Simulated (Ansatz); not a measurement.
`FBCF` + `FC(F)Br` → `FBBr` + `FCC(F)F`  (formal exchange of groups at a B–C bond)

Gas-phase electronic energies from Ansatz, PBE0-D4/def2-TZVP geometries. CCSD(T)/CBS is the MP2 limit (def2-TZVPP, def2-QZVPP) plus CCSD(T) − MP2 in def2-TZVPP, frozen cores. DFT in def2-TZVPP. B3LYP here is the variant with VWN-RPA as its local correlation; programs differ in this. For Br outer-core shells are correlated without core-valence functions, which leaves a few kJ/mol of doubt a bond. Scalar relativity is left out up to krypton. One conformer a species, not always the lowest.

```tsv
species	B3LYP energy (Eh)
`FBCF`	-264.60772
`FC(F)Br`	-2812.67556
`FBBr`	-2699.62131
`FCC(F)F`	-377.70676
```

Problem. Work out ΔE.

Solution. ΔE = (-2699.62131) + (-377.70676) − (-264.60772) − (-2812.67556) = -0.04479 Eh = -117.6 kJ/mol. CCSD(T)/CBS gives -128.5 kJ/mol.

Largest T1 diagnostic among the species: 0.012.

Leaving LDA and LC-ωPBE aside and taking each functional with its dispersion term where it has one, the values, not all of them listed here, spread over 20.1 kJ/mol, from PBE-QIDH to BLYP-D4. LDA lies −3.9 kJ/mol from PBE without D4. In def2-TZVPP, CCSD(T) changes the Hartree–Fock value by +8.4 kJ/mol (the triples alone add +1.5 kJ/mol) and MP2 by +6.0 kJ/mol.
